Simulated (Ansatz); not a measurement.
Species: C₃H₉F₃OSi₂, charge 0, multiplicity 1. SMILES: O([Si](C)(C)C)[Si](F)(F)F
Structure (B3LYP-D3(BJ)/def2-TZVP (Ansatz, a quantum-chemistry and plane-wave program) minimum search):
```
Si
O 1 1.6721
Si 2 1.5829 1 149.83
F 3 1.5760 2 110.66 1 -178.87
F 3 1.5800 4 107.62 2 122.47
F 3 1.5801 4 107.63 5 115.04
C 1 1.8624 2 106.25 3 178.70
H 7 1.0919 1 111.02 2 -60.09
H 7 1.0919 8 107.97 1 -121.92
H 7 1.0926 8 107.90 9 -116.39
C 1 1.8651 2 107.62 3 -61.40
H 11 1.0919 1 111.11 2 -59.55
H 11 1.0922 12 107.84 1 -122.09
H 11 1.0926 12 107.88 13 -116.17
C 1 1.8652 2 107.64 3 58.80
H 15 1.0919 1 111.10 2 59.49
H 15 1.0922 16 107.83 1 122.10
H 15 1.0926 16 107.88 17 116.17
```

Wanted: vertical ionisation energy (to the doublet state of charge +1; each state is the SCF solution reached for its spin; for the doublet the Hartree-Fock reference is unstable and T1 is 0.020), in eV. Correlated levels leave the core frozen unless marked. UHF or UKS for open shells. No spin-orbit coupling. Non-relativistic. 

```
level                   program  vertical ionisation energy (eV)
----------------------  -------  -------------------------------
HF/aug-cc-pV(T+d)Z       Ansatz                            10.37
SVWN5/def2-TZVPD         Ansatz                            10.33
PBE/def2-TZVPD           Ansatz                            10.16
B3LYP/def2-TZVPD         Ansatz                            10.59
CAM-B3LYP/def2-TZVPD     Ansatz                            10.85
wB97X-V/def2-TZVPD       Ansatz                            10.90
B2PLYP/def2-TZVPD        Ansatz                            10.75
RI-MP2/aug-cc-pV(T+d)Z   Ansatz                            11.21
CCSD/aug-cc-pV(D+d)Z     Ansatz                            10.97
```
